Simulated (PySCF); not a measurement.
Record of a relaxation.

Species: C7H14GeO.
Atom-mapped SMILES: `[GeH3:1][O:2][C@@H:3]1[CH2:4][CH2:5][C@@H:6]2[CH2:7][C@@H:8]2[CH2:9]1` (hydrogens: H10, H11, H12 on Ge1; H13 on C3; H14, H15 on C4; H16, H17 on C5; H18 on C6; H19, H20 on C7; H21 on C8; H22, H23 on C9)

Computed by this run: PBE0-D3(BJ)/def2-SVP geometry optimisation, gas phase (PySCF 2.14.0); density fitting, grid level 1; the optimiser is geomeTRIC in internal coordinates, started from a GFN2-xTB structure with every atom displaced at random (about 0.01 Å). The frame can shift and turn from step to step; on so coarse a grid that alone can change the energy by a few meV, and forces under 0.02 eV/Å are noise.

Step 0: E = -66020.4275 eV, largest atomic force 2.379 eV/Å
```
atom  x, y, z in Å  |  force x, y, z in eV/Å
Ge1    -3.394    0.582    0.458   -0.997   0.746   0.520
O2     -2.033    0.458   -0.587    1.482  -0.410  -1.244
C3     -0.679    0.569   -0.261    0.820  -0.218   0.294
C4      0.194    0.116   -1.460   -1.779   0.243   0.499
C5      1.632    0.441   -1.258    0.354   0.711   0.881
C6      2.147   -0.025    0.089    0.163  -0.279  -0.406
C7      1.987   -1.456    0.522   -0.448   0.565  -0.170
C8      1.209   -0.360    1.195   -1.103  -0.275  -0.279
C9     -0.304   -0.264    0.992    0.853  -0.021  -2.220
H10    -4.501    0.513   -0.550   -0.645  -0.041  -0.311
H11    -3.484   -0.518    1.463    0.019  -0.744   0.596
H12    -3.399    1.925    1.190    0.056   0.261   0.142
H13    -0.449    1.636   -0.054    0.097   0.019   0.006
H14    -0.003   -0.956   -1.586    0.119  -0.270  -0.116
H15    -0.218    0.605   -2.349    0.020   0.068  -0.223
H16     1.761    1.546   -1.294   -0.021  -0.298  -0.108
H17     2.232    0.018   -2.054    0.440  -0.189  -0.499
H18     3.071    0.454    0.388    0.410   0.151   0.132
H19     2.778   -1.940    1.066    0.535  -0.250   0.306
H20     1.418   -2.116   -0.130   -0.080  -0.157  -0.142
H21     1.488   -0.102    2.194    0.543   0.229   0.803
H22    -0.780    0.152    1.840   -0.643   0.558   1.392
H23    -0.725   -1.254    0.803   -0.196  -0.398   0.147
```

Step 1: E = -66020.6579 eV, largest atomic force 1.250 eV/Å
```
atom  x, y, z in Å  |  force x, y, z in eV/Å
Ge1    -3.302    1.130    0.352    0.710  -0.239  -0.497
O2     -1.849    0.924   -0.749   -1.036   0.077   0.695
C3     -0.536    1.179   -0.320    0.040   0.042  -0.214
C4      0.365    0.904   -1.516    0.140   0.031   0.169
C5      1.815    1.285   -1.232   -0.049  -0.118  -0.178
C6      2.332    0.720    0.070    0.084   0.079   0.020
C7      2.203   -0.731    0.412    0.073  -0.030   0.072
C8      1.361    0.280    1.139    0.104   0.044   0.184
C9     -0.135    0.324    0.879   -0.269   0.180   0.447
H10    -4.515    1.083   -0.605    0.202   0.021   0.106
H11    -3.376   -0.034    1.385    0.031   0.215  -0.190
H12    -3.183    2.490    1.081   -0.002  -0.076  -0.048
H13    -0.423    2.251   -0.041    0.014  -0.034  -0.011
H14     0.271   -0.164   -1.765    0.003  -0.107  -0.040
H15    -0.022    1.456   -2.383   -0.020   0.053  -0.032
H16     1.888    2.385   -1.191    0.027   0.015   0.001
H17     2.462    0.955   -2.069   -0.073   0.098   0.103
H18     3.247    1.206    0.430   -0.058  -0.031   0.006
H19     3.026   -1.217    0.947   -0.062   0.042  -0.050
H20     1.680   -1.383   -0.292   -0.002  -0.036  -0.052
H21     1.662    0.503    2.170   -0.053  -0.057  -0.107
H22    -0.653    0.709    1.791    0.194  -0.181  -0.363
H23    -0.528   -0.694    0.708    0.001   0.011  -0.021
```

Step 2: E = -66020.7014 eV, largest atomic force 0.416 eV/Å
```
atom  x, y, z in Å  |  force x, y, z in eV/Å
Ge1    -3.269    1.150    0.358    0.296  -0.068  -0.268
O2     -1.870    0.899   -0.747   -0.320   0.013   0.265
C3     -0.550    1.152   -0.333    0.076   0.021  -0.076
C4      0.362    0.887   -1.521   -0.021  -0.017   0.041
C5      1.801    1.292   -1.224   -0.045  -0.037  -0.007
C6      2.318    0.733    0.082    0.042   0.038   0.013
C7      2.211   -0.723    0.413   -0.029   0.002  -0.012
C8      1.347    0.270    1.142    0.003   0.000  -0.012
C9     -0.150    0.300    0.870   -0.052   0.042   0.110
H10    -4.482    1.104   -0.576   -0.028   0.014  -0.003
H11    -3.338    0.024    1.407   -0.007   0.010   0.012
H12    -3.111    2.521    1.047   -0.001   0.018   0.018
H13    -0.441    2.223   -0.055    0.019   0.002   0.007
H14     0.286   -0.184   -1.778    0.015   0.003  -0.007
H15    -0.026    1.440   -2.388    0.001   0.001  -0.011
H16     1.855    2.394   -1.175    0.000   0.005   0.002
H17     2.460    0.987   -2.055    0.002   0.023   0.011
H18     3.219    1.231    0.454   -0.003   0.002   0.001
H19     3.035   -1.199    0.949    0.001   0.003  -0.003
H20     1.706   -1.376   -0.306    0.011  -0.010   0.006
H21     1.634    0.485    2.176   -0.008  -0.020  -0.004
H22    -0.673    0.670    1.771    0.035  -0.033  -0.074
H23    -0.533   -0.720    0.690    0.014  -0.011  -0.011
```

Step 3: E = -66020.7075 eV, largest atomic force 0.074 eV/Å
```
atom  x, y, z in Å  |  force x, y, z in eV/Å
Ge1    -3.263    1.173    0.347   -0.013   0.038  -0.041
O2     -1.879    0.873   -0.737    0.042  -0.051   0.032
C3     -0.555    1.127   -0.330    0.033   0.034  -0.019
C4      0.357    0.871   -1.517   -0.033  -0.007  -0.024
C5      1.787    1.300   -1.216   -0.006   0.001   0.017
C6      2.313    0.744    0.088    0.018   0.003   0.009
C7      2.227   -0.716    0.408   -0.025   0.006  -0.005
C8      1.348    0.259    1.143   -0.007  -0.001  -0.033
C9     -0.149    0.274    0.872   -0.007  -0.018  -0.032
H10    -4.479    1.129   -0.585   -0.023   0.005   0.002
H11    -3.357    0.081    1.428   -0.011  -0.020   0.028
H12    -3.083    2.558    1.002   -0.003   0.006   0.012
H13    -0.447    2.198   -0.051    0.009  -0.005   0.019
H14     0.297   -0.199   -1.780    0.013   0.009   0.008
H15    -0.037    1.424   -2.383    0.004  -0.012  -0.003
H16     1.821    2.403   -1.161   -0.007   0.001   0.001
H17     2.454    1.015   -2.047    0.013   0.002  -0.011
H18     3.206    1.254    0.464    0.006   0.002  -0.008
H19     3.058   -1.183    0.941    0.007  -0.002   0.009
H20     1.734   -1.373   -0.316    0.008   0.002  -0.001
H21     1.632    0.467    2.179    0.003  -0.007   0.015
H22    -0.675    0.632    1.771   -0.026   0.014   0.025
H23    -0.519   -0.749    0.684    0.007  -0.003  -0.002
```

Step 4: E = -66020.7087 eV, largest atomic force 0.098 eV/Å
```
atom  x, y, z in Å  |  force x, y, z in eV/Å
Ge1    -3.267    1.188    0.339   -0.056   0.048   0.021
O2     -1.881    0.855   -0.729    0.077  -0.058  -0.016
C3     -0.556    1.112   -0.326   -0.005   0.033  -0.008
C4      0.356    0.863   -1.514   -0.025   0.006  -0.024
C5      1.782    1.305   -1.212    0.006   0.007   0.010
C6      2.313    0.750    0.091    0.008  -0.001   0.013
C7      2.238   -0.712    0.404   -0.014   0.002  -0.004
C8      1.351    0.252    1.143   -0.009   0.002  -0.016
C9     -0.146    0.257    0.873    0.010  -0.025  -0.031
H10    -4.483    1.143   -0.594   -0.006   0.000  -0.001
H11    -3.381    0.120    1.444   -0.004  -0.011   0.007
H12    -3.077    2.584    0.971    0.001  -0.001   0.003
H13    -0.450    2.183   -0.044    0.007  -0.005   0.014
H14     0.307   -0.208   -1.779    0.006   0.003   0.011
H15    -0.043    1.413   -2.380    0.001  -0.009  -0.001
H16     1.803    2.408   -1.153   -0.005  -0.001   0.003
H17     2.452    1.030   -2.043    0.005  -0.001  -0.007
H18     3.201    1.266    0.468    0.004   0.003  -0.007
H19     3.073   -1.174    0.936    0.002   0.000   0.005
H20     1.753   -1.370   -0.324    0.004  -0.001   0.000
H21     1.633    0.455    2.180    0.006  -0.002   0.006
H22    -0.676    0.608    1.772   -0.020   0.011   0.022
H23    -0.509   -0.768    0.680    0.003   0.002   0.001
```

Step 5: E = -66020.7098 eV, largest atomic force 0.085 eV/Å
```
atom  x, y, z in Å  |  force x, y, z in eV/Å
Ge1    -3.276    1.219    0.323   -0.053   0.038   0.055
O2     -1.883    0.819   -0.712    0.052  -0.052  -0.030
C3     -0.558    1.085   -0.315   -0.045   0.021   0.000
C4      0.352    0.850   -1.508    0.012   0.019  -0.009
C5      1.770    1.315   -1.204    0.013   0.005  -0.009
C6      2.312    0.760    0.095   -0.010  -0.011   0.003
C7      2.259   -0.705    0.396    0.008  -0.004   0.001
C8      1.358    0.238    1.144   -0.005   0.005   0.013
C9     -0.139    0.225    0.876    0.017  -0.011  -0.009
H10    -4.486    1.163   -0.619    0.010  -0.004  -0.004
H11    -3.427    0.198    1.469    0.006   0.001  -0.015
H12    -3.066    2.635    0.905    0.007  -0.007  -0.008
H13    -0.458    2.154   -0.027    0.001  -0.001   0.008
H14     0.321   -0.221   -1.772   -0.002  -0.005   0.006
H15    -0.057    1.394   -2.373   -0.001  -0.002   0.000
H16     1.771    2.417   -1.138    0.000  -0.001   0.004
H17     2.446    1.058   -2.037   -0.005  -0.002   0.001
H18     3.194    1.287    0.474    0.000   0.001  -0.003
H19     3.100   -1.159    0.926   -0.003   0.001   0.000
H20     1.786   -1.365   -0.338   -0.001   0.001  -0.001
H21     1.638    0.434    2.183    0.003   0.004  -0.005
H22    -0.676    0.563    1.778    0.000  -0.001   0.001
H23    -0.489   -0.803    0.674   -0.004   0.005   0.001
```

Step 6: E = -66020.7105 eV, largest atomic force 0.055 eV/Å
```
atom  x, y, z in Å  |  force x, y, z in eV/Å
Ge1    -3.283    1.243    0.309   -0.029   0.022   0.042
O2     -1.886    0.783   -0.697    0.020  -0.037  -0.025
C3     -0.562    1.062   -0.305   -0.037   0.012   0.001
C4      0.347    0.841   -1.501    0.023   0.018   0.006
C5      1.760    1.324   -1.197    0.006   0.003  -0.010
C6      2.311    0.769    0.098   -0.014  -0.011  -0.005
C7      2.275   -0.699    0.390    0.017  -0.004   0.002
C8      1.365    0.228    1.145   -0.002   0.002   0.019
C9     -0.133    0.199    0.879    0.016  -0.001   0.005
H10    -4.486    1.172   -0.640    0.011  -0.004  -0.002
H11    -3.459    0.267    1.491    0.006   0.003  -0.016
H12    -3.053    2.675    0.842    0.007  -0.006  -0.009
H13    -0.470    2.130   -0.011   -0.005   0.001   0.001
H14     0.331   -0.230   -1.767   -0.007  -0.006  -0.001
H15    -0.069    1.381   -2.365   -0.002   0.003   0.001
H16     1.745    2.426   -1.124    0.003  -0.001   0.002
H17     2.439    1.082   -2.032   -0.007  -0.002   0.003
H18     3.187    1.304    0.478   -0.002   0.000   0.003
H19     3.123   -1.146    0.916   -0.003   0.001  -0.003
H20     1.811   -1.360   -0.349   -0.005   0.000   0.001
H21     1.645    0.419    2.186    0.000   0.007  -0.007
H22    -0.674    0.524    1.784    0.009  -0.005  -0.008
H23    -0.471   -0.831    0.670   -0.007   0.003   0.001
```

Step 7: E = -66020.7112 eV, largest atomic force 0.027 eV/Å
```
atom  x, y, z in Å  |  force x, y, z in eV/Å
Ge1    -3.289    1.265    0.295    0.002   0.002   0.011
O2     -1.890    0.741   -0.679   -0.014  -0.011  -0.012
C3     -0.569    1.036   -0.293   -0.004   0.003   0.003
C4      0.340    0.834   -1.493    0.021   0.008   0.015
C5      1.747    1.335   -1.190   -0.001   0.000  -0.004
C6      2.309    0.778    0.100   -0.013  -0.007  -0.016
C7      2.293   -0.693    0.382    0.017   0.000   0.005
C8      1.373    0.219    1.147    0.004  -0.003   0.014
C9     -0.125    0.172    0.885    0.007   0.006   0.008
H10    -4.485    1.171   -0.661    0.004  -0.003   0.002
H11    -3.487    0.343    1.515    0.003   0.002  -0.007
H12    -3.035    2.714    0.764    0.002  -0.003  -0.004
H13    -0.487    2.104    0.007   -0.011   0.001  -0.003
H14     0.339   -0.237   -1.761   -0.009  -0.002  -0.008
H15    -0.086    1.370   -2.354    0.000   0.006   0.001
H16     1.717    2.435   -1.108    0.003   0.000  -0.002
H17     2.426    1.107   -2.029   -0.004  -0.003   0.003
H18     3.180    1.322    0.480   -0.002  -0.002   0.006
H19     3.148   -1.132    0.904    0.000   0.000  -0.003
H20     1.835   -1.355   -0.359   -0.006   0.001   0.002
H21     1.655    0.407    2.187   -0.003   0.008  -0.004
H22    -0.668    0.484    1.792    0.010  -0.004  -0.007
H23    -0.450   -0.860    0.670   -0.006   0.001   0.001
```

Step 8: E = -66020.7113 eV, largest atomic force under 0.02 eV/Å
```
atom  x, y, z in Å  |  force x, y, z in eV/Å
Ge1    -3.288    1.262    0.296    0.011  -0.005  -0.004
O2     -1.891    0.738   -0.680   -0.013  -0.005  -0.002
C3     -0.570    1.037   -0.293    0.011   0.001   0.003
C4      0.339    0.837   -1.493    0.007   0.000   0.010
C5      1.747    1.335   -1.191   -0.002  -0.001   0.001
C6      2.309    0.777    0.099   -0.007  -0.002  -0.012
C7      2.293   -0.693    0.383    0.008   0.001   0.003
C8      1.374    0.220    1.147    0.004  -0.003   0.006
C9     -0.124    0.174    0.885    0.002   0.004   0.004
H10    -4.486    1.161   -0.656    0.000  -0.001   0.002
H11    -3.481    0.341    1.519    0.000   0.001   0.000
H12    -3.036    2.712    0.761    0.000   0.000  -0.001
H13    -0.492    2.105    0.007   -0.009   0.001  -0.003
H14     0.337   -0.234   -1.763   -0.006   0.000  -0.007
H15    -0.087    1.375   -2.353    0.000   0.005   0.001
H16     1.719    2.436   -1.109    0.002   0.000  -0.003
H17     2.425    1.106   -2.030   -0.001  -0.002   0.001
H18     3.181    1.321    0.478   -0.001  -0.001   0.005
H19     3.148   -1.132    0.903    0.001   0.000  -0.002
H20     1.833   -1.355   -0.357   -0.004   0.001   0.002
H21     1.656    0.410    2.186   -0.003   0.005  -0.001
H22    -0.666    0.486    1.793    0.005  -0.002  -0.003
H23    -0.450   -0.859    0.671   -0.004   0.001   0.000
```

**Question.** Summarise the path.

**Answer.** The energy falls by 6.55 kcal/mol from step 0 to step 8; nine tenths of that is first reached at step 2. It falls at every step. The largest force goes from 2.379 to under 0.02 eV/Å. Among the bonds Ge1–O2 changes most, from 1.720 to 1.784 Å; the atoms move by 0.232 Å rms after alignment.

**Question.** Follow the three bonds and two angles with the largest change from start to end.

**Answer.** 
```
step  E above end (kcal/mol)  largest force (eV/Å)  Ge1–O2 (Å)  Ge1–H11 (Å)  C9–H22 (Å)  Ge1–O2–C3 (°)  O2–Ge1–H10 (°)
   0                    6.55                 2.379       1.720        1.493       1.058          128.3            99.9
   1                    1.23                 1.250       1.835        1.558       1.117          122.4           104.2
   2                    0.23                 0.416       1.800        1.541       1.106          121.5           103.7
   3                    0.09                 0.074       1.783        1.540       1.101          121.6           104.0
   4                    0.06                 0.098       1.781        1.541       1.102          121.8           104.3
   5                    0.04                 0.085       1.781        1.543       1.102          122.0           104.6
   6                    0.02                 0.055       1.782        1.543       1.103          121.9           104.7
   7                    0.00                 0.027       1.783        1.543       1.103          121.6           104.7
   8                    0.00            under 0.02       1.784        1.542       1.102          121.5           104.6
```

What follows is the cost of the whole optimisation. Time: 4.5 min; peak memory 1.3 GiB. Hardware: one thread, Arm Neoverse V2 (aarch64), no GPU, on a shared host.
